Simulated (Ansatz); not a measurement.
`F[Si](F)(F)I` + `CBCCF` → `CB[Si](F)(F)F` + `FCCI`  (formal exchange of groups at the Si–I bond)

Program: Ansatz. Geometries: PBE0-D4/def2-TZVP. ΔE: electronic, gas phase. CBS: MP2 limit from def2 TZ/QZ plus the TZ coupled-cluster correction, frozen cores. def2 core potentials past Kr. For I outer-core shells are correlated without core-valence functions, which leaves a few kJ/mol of doubt a bond. One conformer a species, not always the lowest.

`F[Si](F)(F)I`:

Cartesian coordinates in Å:
```
F -1.096 -0.505 -1.089
Si 0.052 -0.070 -0.111
F 1.062 0.824 -0.914
F 0.811 -1.364 0.354
I -0.829 1.115 1.759
```

`CBCCF`:

```xyz
13

C    -1.487   -0.583   -0.761
B    -0.179    0.203   -1.073
C     0.957    0.522   -0.048
C     0.803   -0.005    1.351
F     1.883    0.366    2.141
H    -2.286    0.173   -0.704
H    -1.508   -1.144    0.174
H    -1.786   -1.238   -1.585
H    -0.036    0.641   -2.184
H     1.083    1.615   -0.025
H     1.901    0.161   -0.483
H    -0.098    0.388    1.833
H     0.754   -1.099    1.366
```

`CB[Si](F)(F)F`:

Cartesian coordinates in Å:
```
C -1.487 -0.487 -0.199
B 0.009 -0.460 -0.574
Si 1.347 0.703 0.373
F 0.704 1.625 1.492
F 2.083 1.678 -0.637
F 2.467 -0.154 1.095
H -1.878 0.402 0.297
H -2.157 -0.814 -0.996
H -1.519 -1.292 0.561
H 0.432 -1.202 -1.413
```

`FCCI`:

Z-matrix (Å, degrees):
```
C
C 1 1.505
F 1 1.384 2 108.4
H 1 1.093 2 111.4 3 118.9
H 1 1.093 2 111.4 3 -118.9
I 2 2.134 1 109.3 3 -180.0
H 2 1.088 1 111.9 3 -62.1
H 2 1.088 1 111.9 3 62.1
```

| species | CCSD(T)/CBS(def2) energy (Eh) |
| --- | --- |
| `F[Si](F)(F)I` | -886.14639 |
| `CBCCF` | -243.55348 |
| `CB[Si](F)(F)F` | -653.90979 |
| `FCCI` | -475.73911 |

Task: Work out ΔE.

Result: ΔE = (-653.90979) + (-475.73911) − (-886.14639) − (-243.55348) = 0.05097 Eh = +32.0 kcal/mol.

Largest T1 diagnostic among the species: 0.012.

From PBE to PBE0 (25 % exact exchange), in def2-TZVPP and without D4, ΔE moves by +1.8 kcal/mol.
